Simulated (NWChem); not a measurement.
CH4F2Si; SMILES F[SiH](C)F

```xyz
8

Si    -0.0002    -0.0644     0.3359
C     -0.0006     1.6903    -0.2370
F     -1.2958    -0.8298    -0.2564
F      1.2953    -0.8297    -0.2570
H      0.0002    -0.2473     1.8062
H     -0.8919     2.2208     0.1318
H      0.8925     2.2203     0.1284
H     -0.0026     1.7369    -1.3368
```
Atoms are numbered in this order, from 1.

Level: PBE0/def2-SVP (NWChem), optimised geometry, unscaled harmonic frequencies. 

| frequency (cm⁻¹) | IR intensity (km/mol) |
|---|---|
| 137 | 0.1 |
| 215 | 0.6 |
| 272 | 17.9 |
| 331 | 23.0 |
| 671 | 6.9 |
| 741 | 0.2 |
| 772 | 122.9 |
| 851 | 7.2 |
| 855 | 6.3 |
| 936 | 235.7 |
| 986 | 251.0 |
| 1277 | 53.8 |
| 1421 | 5.3 |
| 1423 | 4.8 |
| 2304 | 131.0 |
| 3065 | 0.2 |
| 3173 | 0.3 |
| 3175 | 0.1 |

The zero-point energy is 32.3 kcal/mol and the thermal correction to the enthalpy at 298.15 K (with zero-point energy) comes out as 36.3 kcal/mol. The heat capacity Cv comes out as 17.7 cal/(mol K), the entropy at 298.15 K and 1 atm (symmetry number 1) comes out as 73.4 cal/(mol K) and the dipole moment is 2.27 D.

Rigid rotor and harmonic oscillator.
